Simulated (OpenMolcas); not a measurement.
# Tm3+: moving or changing the point charges

Tm3+ among 6 point charges of -1.5 e arranged as a trigonal antiprism (D3d), 2.7 Å from the ion, with a polar angle of 56.4° against the regular 54.74°.
```
   0.0000    2.2483    1.4950  -1.50
  -1.9471   -1.1242    1.4950  -1.50
   1.9471   -1.1242    1.4950  -1.50
   0.0000   -2.2483   -1.4950  -1.50
   1.9471    1.1242   -1.4950  -1.50
  -1.9471    1.1242   -1.4950  -1.50
```

```yaml
Program: OpenMolcas 26.06
Method: "SS-CASPT2, IPEA 0.25 Eh, imaginary shift 0.1 Eh (closed shells correlated: 5s 5p)"
Basis: ANO-RCC-VDZP [7s6p4d2f1g]
Scalar_Hamiltonian: DKH2, point nucleus
Active_space: 12 electrons in 7 orbitals (4f)
State_averaging: 2S+1 = 3 even, 21 roots; 2S+1 = 1 even, 27 roots kept (CI in the orbitals of an earlier block)
Spin-orbit_coupling: RASSI with atomic mean-field integrals over the reference wave functions
```

Runs around this geometry, states (labels of D3, the rotations of D3d). Energies in cm-1 above the lowest state or level, χT in cm3 K/mol.

```tsv
R (Å)	q (e)	Ground state	First state of that spin	First gap with spin-orbit (degeneracies)	Width of lowest J	χT at 300 K
2.7	-0.75	3E	3E 120	1 (1, 1)	237	7.116
2.7	-1.5	3E	3E 190	2 (1, 1)	368	7.075
2.94	-1.5	3E	3E 150	1 (1, 1)	295	7.101
3.1	-1.5	3E	3E 140	1 (1, 1)	272	7.110
```

Taking the width of the lowest J multiplet as R^-n, n = -ln(272 / 368) / ln(3.1 / 2.7) = 2.2 between the shortest and longest distance.

Scaling the charges by -0.75 / -1.5 = 0.50 scales the width of the lowest J multiplet by 237 / 368 = 0.64; with fixed orbitals a first-order splitting would follow the charge.

Roots that are degenerate in the reference are averaged as groups; the widest CASPT2 spread within a group is 82 cm-1 (the 2-fold group of multiplicity 1 near 25600 cm-1 above the lowest state of its run, R = 2.7, q = -1.5). Shifts and gaps below about the spread of the groups concerned are not significant. This is an electrostatic model: the charges have no orbitals. No measured value stands beside these numbers.
